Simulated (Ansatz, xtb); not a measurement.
# Relative energy of two structures of AlFH2S2

We compare a, `[F][Al]([SH])[SH]`, a singlet, with b, a singlet given by its coordinates. Both are isolated molecules in the gas phase, relaxed with PBE0-D4/def2-SVP; the shapes shown needn't be the lowest conformers.

a (Å):

```xyz
6

Al   -2.0510   -0.2981    1.7255
F    -3.1934    0.0144    2.8875
S    -1.0503    1.4153    0.8421
S    -1.6952   -2.3825    1.2294
H    -0.2824    0.6618    0.0237
H    -0.7505   -2.0975    0.3057
```

b (Å):

```xyz
6

Al   -1.2686   -1.6574   -0.6847
F     0.3606   -1.9368   -0.9199
S    -1.8115    0.2929    0.2415
S    -1.6326   -1.2487    1.7044
H    -2.3229   -2.5977   -1.3660
H    -0.3206   -1.1058    2.0316
```

Close contacts (Å): Al1–F2 1.67, Al1–S3 2.23, Al1–S4 2.45, S3–S4 2.13, Al1–H5 1.57, S4–H6 1.36.

Problem. Estimate which is lower in electronic energy at CCSD(T)/def2-SVP + ΔMP2/def2-TZVPP, and by roughly how much.

Solution. The CCSD(T)/def2-SVP + ΔMP2/def2-TZVPP calculation puts structure a lower, by 33.6 kcal/mol.

The same difference at several levels:

| level | geometry | E(b) − E(a) (kcal/mol) | departure from the last row (kcal/mol) | job, with rough time for the two |
| --- | --- | --- | --- | --- |
| GFN2-xTB | GFN2-xTB | +11.4 | −22.2 | optimisation, 0.29 s |
| HF/STO-3G | GFN2-xTB | +29.3 | −4.2 | single point, 0.24 s |
| r2SCAN-D4/def2-SVP | GFN2-xTB | +36.8 | +3.2 | single point, 3 s |
| PBE0-D4/def2-SVP | PBE0-D4/def2-SVP | +34.1 | +0.5 | optimisation, 23 s |
| HF/def2-SVP | PBE0-D4/def2-SVP | +39.9 | +6.3 | part of the CCSD(T) run |
| MP2/def2-SVP | PBE0-D4/def2-SVP | +37.5 | +3.9 | part of the CCSD(T) run |
| CCSD(T)/def2-SVP | PBE0-D4/def2-SVP | +36.0 | +2.5 | single point |
| CCSD(T)/def2-SVP + ΔMP2/def2-TZVPP | PBE0-D4/def2-SVP | +33.6 |  | single point, 9.1 s |

The levels shown agree on the order. The largest departure from CCSD(T)/def2-SVP + ΔMP2/def2-TZVPP is that of GFN2-xTB, 22.2 kcal/mol. The last row adds to CCSD(T) the change of the MP2 difference between the two basis sets, here −2.5 kcal/mol.

With harmonic frequencies from PBE0-D4/def2-SVP (ideal gas, rigid rotor, one conformer each, 298.15 K, 1 atm): on the last row, ΔE + ΔZPE = +33.5, ΔH = +33.0, ΔG = +33.8 kcal/mol.

The correlated steps freeze 16 core orbitals. Mirror images aren't counted in ΔG. Programs: Ansatz 0.2.0, xtb 6.7.1; the last row on 2 threads of Arm Neoverse V1 on a shared host.
